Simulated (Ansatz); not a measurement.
```yaml
crystal:
  periodic: [true, true, true]
  atoms:
    - {symbol: Br, position_ang: [-2.619590, 0.093757, -0.291486]}
    - {symbol: Si, position_ang: [-0.454702, 0.213608, -0.620341]}
    - {symbol: C, position_ang: [0.727357, -0.090752, 0.697252]}
    - {symbol: O, position_ang: [0.445610, -1.132664, -0.330645]}
    - {symbol: H, position_ang: [-0.187274, 0.970957, -1.854171]}
    - {symbol: H, position_ang: [1.755255, 0.262971, 0.663930]}
    - {symbol: H, position_ang: [0.394744, -0.385876, 1.689762]}
basis:
  gaussian: {orbitals: pcseg-2}
hamiltonian: {xc: {name: CAM-B3LYP}, dispersion: d3bj}
output: {forces: true}
```

```sh
$ ansatz run in.yaml --threads 2 --pin off --events-out ev --progress --plain --max-ram 4352MiB
```

It prints (some lines left out):

```
Error: YAML parse error: error: line 2 column 3: crystal: missing field `lattice` (a structure is typed as `lattice` and `atoms`, a molecule's as `atoms` in Å alone, or read from a run's directory, `checkpoint`)
 --> <input>:2:3
1 | crystal:
2 |   periodic: [true, true, true]
3 |   atoms:
4 |     - {symbol: Br, position_ang: [-2.619590, 0.093757, -0.291486]}
```

In this input the molecule is marked periodic without a cell. The input was rejected before any iteration.
